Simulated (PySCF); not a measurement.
**CsBe: input and log**

State: ²Σ⁺ (doublet), unpaired electrons σ ↑.

An equivalent input (the run itself took its basis sets from the Basis Set Exchange, started from a PBE0 density and held the occupation σ 5α 4β, πx 1α 1β, πy 1α 1β):

```python
from pyscf import gto, dft
mol = gto.M(atom='Cs 0 0 0; Be 0 0 3.802', basis={'Cs': 'def2-SVP', 'Be': 'def2-SVP'}, ecp={'Cs': 'def2-SVP'},
            charge=0, spin=1, verbose=4, symmetry='C2v')
mf = dft.UKS(mol, xc='LC_WPBE')
mf.grids.atom_grid = (80, 434)
mf.grids.prune = dft.gen_grid.treutler_prune
mf.irrep_nelec = {'A1': (5, 4), 'B1': (1, 1), 'B2': (1, 1)}
mf.conv_tol = 1e-9
mf.max_cycle = 60
mf.diis_space = 10
mf.kernel()
```

The log (some set-up lines and the per-cycle HOMO/LUMO lines removed):

```
******** <class 'pyscf.dft.uks_symm.SymAdaptedUKS'> ********
method = SymAdaptedUKS
damping factor = 0
level_shift factor = 0
DIIS = <class 'pyscf.scf.diis.CDIIS'>
diis_start_cycle = 1
diis_space = 10
diis_damp = 0
SCF conv_tol = 1e-09
SCF conv_tol_grad = None
SCF max_cycles = 60
number electrons alpha = 7  beta = 6
Set gradient conv threshold to 3.16228e-05
init E= -34.7862410253462
cycle= 1 E= -34.7873059121033  delta_E= -0.00106  |g|= 0.0077  |ddm|= 0.119
cycle= 2 E= -34.7875184554339  delta_E= -0.000213  |g|= 0.00421  |ddm|= 0.0418
cycle= 3 E= -34.7876472762452  delta_E= -0.000129  |g|= 0.0025  |ddm|= 0.0385
cycle= 4 E= -34.7877190592347  delta_E= -7.18e-05  |g|= 0.00136  |ddm|= 0.0341
cycle= 5 E= -34.7877446891373  delta_E= -2.56e-05  |g|= 0.000705  |ddm|= 0.022
cycle= 6 E= -34.7877521089957  delta_E= -7.42e-06  |g|= 0.000346  |ddm|= 0.0141
cycle= 7 E= -34.7877543060039  delta_E= -2.2e-06  |g|= 0.000205  |ddm|= 0.0082
cycle= 8 E= -34.7877553316603  delta_E= -1.03e-06  |g|= 8.45e-05  |ddm|= 0.00713
cycle= 9 E= -34.787755468005  delta_E= -1.36e-07  |g|= 4.37e-05  |ddm|= 0.00208
cycle= 10 E= -34.7877555052434  delta_E= -3.72e-08  |g|= 1.24e-05  |ddm|= 0.00175
cycle= 11 E= -34.7877555065318  delta_E= -1.29e-09  |g|= 3.73e-06  |ddm|= 0.000164
cycle= 12 E= -34.7877555066944  delta_E= -1.63e-10  |g|= 8.32e-07  |ddm|= 0.000153
Extra cycle  E= -34.7877555066983  delta_E= -3.92e-12  |g|= 4.7e-07  |ddm|= 1.26e-05
converged SCF energy = -34.7877555066983  <S^2> = 0.79490629  2S+1 = 2.0444132
```

Repeating this along the bond gives Re = 3.788 Å and ωe = 136 cm⁻¹.

A point of this curve took 0.38 CPU seconds beside 0.025 for the integrals, on Arm Neoverse V2 (shared host).

Spin–orbit coupling is left out. The state is the lowest determinant that a PBE0 search found; another state may lie lower at other levels.
